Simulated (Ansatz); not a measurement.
```xyz
3

O    -0.0130   -0.0123   -1.2060
C    -0.0472    0.0129   -0.0104
O     0.0186    0.0373    1.1318
```

Basis set: cc-pVDZ (spherical functions). Left uncorrelated: 3 orbitals. Charge 0, multiplicity 1.

Computed with Ansatz (development build ahead of 0.2.0); each method stands on the lowest determinant of its kind that the runs found. Restricted open shells among the atoms or ions are ROHF, correlated in semicanonical orbitals with singles.

Give the atomization energy at this shape (free ground-state atoms in the same class of orbitals less the molecule, no zero-point energy) of singlet CO2 by RHF-MP2, RHF.

```tsv
method	atomization energy
RHF-MP2	379.07 kcal/mol
RHF	243.80 kcal/mol
```
